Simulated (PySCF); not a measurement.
What settings do to a single point of [Yb(H2O)4]3+

The sound run of [Yb(H2O)4]3+ (singlet in the valence; each metal's 4f electrons, 13 of them, lie in its core potential, out of spins and levels) uses PySCF 2.14.0, RKS r2SCAN, Yb lcecp-1-SVP with ECP59, O def2-SVP, H def2-SVP; non-relativistic Hamiltonian with scalar-relativistic core potentials where named; density fitting; no spin-orbit coupling, grid (50, 194), threshold 1e-8 Eh and 55 cycles, at the relaxed geometry:

```xyz
13

Yb    0.0000    0.0000    0.0000
O     1.3356    1.2970    1.2277
H     2.1468    1.0408    1.7295
H     1.2629    2.2672    1.3976
O    -1.3357   -1.2277    1.2970
H    -1.2628   -1.3978    2.2673
H    -2.1469   -1.7294    1.0408
O     1.3356   -1.2970   -1.2277
H     1.2629   -2.2672   -1.3976
H     2.1468   -1.0408   -1.7295
O    -1.3357    1.2277   -1.2970
H    -2.1469    1.7294   -1.0408
H    -1.2628    1.3978   -2.2673
```

There Yb1 has a Mulliken charge of 1.69 e and the dipole about the centre of mass is 0.00 D. Each run below changes one thing and starts from free metal ions and neutral atoms unless it says otherwise; with 55 cycles, smearing, a level shift and second-order steps follow where DIIS fails, and their cycles count. Energy shifts count from the sound run. On f atoms grids over 110 angular points are at least (60, 302).

```json
{"change": "grid (40, 110)", "outcome": "converged", "cycles": "10", "energy shift (eV)": "0.0454", "largest force component (eV/Å)": "0.07", "charge on Yb1 (e)": "1.69", "dipole about the centre of mass (D)": "0.00"}
{"change": "all coordinates × 1.12", "outcome": "converged", "cycles": "10", "energy shift (eV)": "3.24", "largest force component (eV/Å)": "3.75", "charge on Yb1 (e)": "1.81", "dipole about the centre of mass (D)": "0.00"}
{"change": "spin (2S) set to 1, limit 65 cycles", "outcome": "refused", "cycles": "–", "energy shift (eV)": "–", "largest force component (eV/Å)": "–", "charge on Yb1 (e)": "–", "dipole about the centre of mass (D)": "–"}
{"change": "start from the bare core Hamiltonian, limit 90 cycles", "outcome": "converged", "cycles": "11", "energy shift (eV)": "0.0000", "largest force component (eV/Å)": "0.01", "charge on Yb1 (e)": "1.69", "dipole about the centre of mass (D)": "0.00"}
```

(1) How does the run with this change end: threshold 0.0001?

Forces carry noise of the integration grid, about 0.01 to 0.03 eV/Å.

No frequency check is given that shows the relaxed geometry to be a minimum. An lcecp potential fixes the number of 4f electrons, so in runs with it no electron can move into or out of that shell.

Results:

(1) outcome converged, cycles 6, energy shift (eV) 0.0000, largest force component (eV/Å) 0.01, charge on Yb1 (e) 1.69, dipole about the centre of mass (D) 0.00.
